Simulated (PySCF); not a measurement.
Atoms are numbered as in `[BH2:1][c:2]1[cH:3][cH:4][s:5][cH:6]1`. Hydrogens are named by the atom that carries them.

Geometry: PBE0-D3(BJ)/def2-SVP; GIAO absolute shieldings from PySCF, gas phase, non-relativistic, averaged over equivalent atoms.

At PBE0/def2-TZVP (222 basis functions, 39 s wall time on 1 thread of an Arm Neoverse N1, shared host):
```csv
atoms,σ (ppm)
B1,38.1
C6,28.1
C2,32.9
C3,44.0
C4,54.8
S5,199.2
H(C6),23.03
H(C3),23.67
H(C4),24.08
H(B1),24.41
```

Question: Estimate the result of repeating the calculation with WP04/pcSseg-2.

Answer: 
```tsv
atoms	σ at WP04/pcSseg-2	change
B1	31.1	-7.0
C6	7.2	-20.9
C2	14.9	-18.0
C3	25.7	-18.3
C4	33.1	-21.7
S5	180.1	-19.1
H(C6)	23.45	+0.42
H(C3)	24.09	+0.42
H(C4)	24.44	+0.36
H(B1)	25.67	+1.26
```

The largest change is at C4 (aromatic CH next to the ring sulfur). Cost: 293 basis functions, 35 s wall time on 1 thread of an Arm Neoverse V1, shared host. The order of the carbon signals is the same at both levels.

A carbon bonded to boron is broadened by the quadrupolar boron nucleus and is often missing from a measured spectrum.
